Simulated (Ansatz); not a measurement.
C2H7NSi can be A, `C=CN[SiH3]`, or B, `C[SiH]1CN1`.

Calculated with Ansatz (gas phase, PBE0-D4/def2-TZVP geometries, no zero-point term in ΔE). CBS: MP2 limit from def2 TZ/QZ plus the TZ coupled-cluster correction, frozen cores. This one scheme is used for every species. Functionals use def2-TZVPP. B3LYP here is the variant with VWN-RPA as its local correlation; programs differ in this. One conformer a species, not always the lowest.

Task: Which is lower in electronic energy at CCSD(T)/CBS, and by how much? (Estimate.)

Result: Ansatz gave: A, by 8.2 kcal/mol.

Task: Give E(B) − E(A) in kcal/mol with CCSD/def2-TZVPP, LDA (SPW92), r2SCAN-D4, CCSD(T)/def2-TZVPP, ωB97M-V, B3LYP, BLYP-D4. (An estimate is asked.)

Result: The calculation gave: CCSD/def2-TZVPP 9.4, LDA (SPW92) 4.5, r2SCAN-D4 6.7, CCSD(T)/def2-TZVPP 8.9, ωB97M-V 7.0, B3LYP 11.4, BLYP-D4 12.0. None reverses the order clearly.

Task: Does the order hold for the free energy at 298.15 K (harmonic terms from PBE0-D4)? (Estimate.)

Result: Computed: Yes: G(B) − G(A) = +11.2 kcal/mol, for one conformer each.

Largest T1 diagnostic: 0.012.

At CCSD(T), def2-SVP lies +6.5 kcal/mol from the extrapolated value and def2-TZVPP +0.7 kcal/mol. Leaving LDA and LC-ωPBE aside and taking each functional with its dispersion term where it has one, the values, not all of them listed here, spread over 6.2 kcal/mol, from HSE06-D4 to BLYP-D4. LDA lies −1.4 kcal/mol from PBE without D4.
